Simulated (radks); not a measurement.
Problem. Species: Gd. Configuration: [Xe] 4f7 5d1 6s2. Method: Dirac Kohn-Sham, PBE, spin-unpolarised, spherical densities, point nucleus; open shells fill j = l - 1/2 first; computed with a radial shooting solver on a logarithmic mesh with Libxc functionals. Some entries of the table are withheld. Estimate them.

orbital  occ.  eigenvalue (Ry)  <r^2> (bohr^2)  <r> (bohr)
1s1/2       2        -3678.719       0.0006547     0.02190
2s1/2       2        -607.0542         0.01021     0.09274
2p1/2       2        -576.3740        0.007417         (1)
2p3/2       4        -525.2274        0.008652         (2)
3s1/2       2        -134.5435             (3)      0.2440
3p1/2       2        -121.2592         0.06349      0.2336
3p3/2       4        -110.7677         0.07056      0.2467
3d3/2       4              (4)         0.05634      0.2188
3d5/2       6              (5)         0.05831      0.2228
4s1/2       2        -27.08204          0.3451      0.5528
4p1/2       2        -21.91178          0.3632      0.5648
4p3/2       4        -19.57784          0.4018      0.5943
4d3/2       4        -11.06549          0.4609      0.6302
4d5/2       6        -10.64364          0.4761      0.6406
5s1/2       2         -3.63888           2.002       1.334
5p1/2       2         -2.21919           2.546       1.497
5p3/2       4         -1.90037           2.887       1.593
4f5/2       6         -0.64850          0.9808         (6)
4f7/2       1         -0.59323           1.015         (7)
6s1/2       2         -0.30121           18.20       4.001
5d3/2       1         -0.19384           9.751         (8)
5d5/2       0         -0.17442           10.55         (9)

Solution. 
(1) 2p1/2 <r> (bohr): 0.07746
(2) 2p3/2 <r> (bohr): 0.08430
(3) 3s1/2 <r^2> (bohr^2): 0.06814
(4) 3d3/2 eigenvalue (Ry): -87.85054
(5) 3d5/2 eigenvalue (Ry): -85.56506
(6) 4f5/2 <r> (bohr): 0.8623
(7) 4f7/2 <r> (bohr): 0.8755
(8) 5d3/2 <r> (bohr): 2.803
(9) 5d5/2 <r> (bohr): 2.912
